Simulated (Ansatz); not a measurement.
The first iterations of a band of CH8BNSi (12 atoms, charge 0, multiplicity 1).

Method: RKS B3LYP/def2-SVP (Ansatz 0.2.0).

```yaml
movable_images: 8
climbing_image: no
spring: 5.0 eV/Å²
optimiser: quadratic models (default)
start_path: through a guess of the saddle point
force_threshold: 0.05 eV/Å
iteration_limit: 60
end_points: relaxed
```

Image 0:

```xyz
12
Properties=species:S:1:pos:R:3
B -0.946 1.218 -0.261
C 0.171 0.499 0.492
N -0.126 -0.250 1.696
Si 0.682 -0.714 -0.973
H -0.668 2.041 -1.100
H -2.102 0.894 -0.106
H 1.086 1.109 0.604
H 0.526 -1.009 1.889
H -1.074 -0.621 1.700
H 1.296 -0.049 -2.158
H -0.467 -1.563 -1.402
H 1.700 -1.611 -0.346
```

Image 9:

```xyz
12
Properties=species:S:1:pos:R:3
B -0.974 1.175 -0.261
C 0.133 0.370 0.431
N -0.246 -0.543 1.500
Si 0.680 -0.758 -1.052
H -0.670 2.039 -1.049
H -2.142 0.921 -0.081
H 1.033 0.997 0.611
H -0.833 -0.096 2.201
H 0.560 -0.947 1.973
H 1.422 0.018 -2.088
H -0.482 -1.449 -1.678
H 1.596 -1.783 -0.472
```

| iteration | highest image above the first end (eV) | largest band force component (eV/Å) |
| --- | --- | --- |
| 1 | 15.891 | 58.467 |
| 2 | 5.402 | 22.651 |
| 3 | 1.947 | 9.962 |
| 4 | 0.582 | 3.812 |
| 5 | 0.362 | 1.596 |

Does the band converge within its limit, and where does its top end?

It converged. It ended after 15 iterations with the highest image 0.231 eV above the first end. No image climbed, so the highest image needn't sit at the top of the path.

Time of the run: 4.6 min on 2 threads of Arm Neoverse V1 (shared host), peak memory 0.21 GiB.
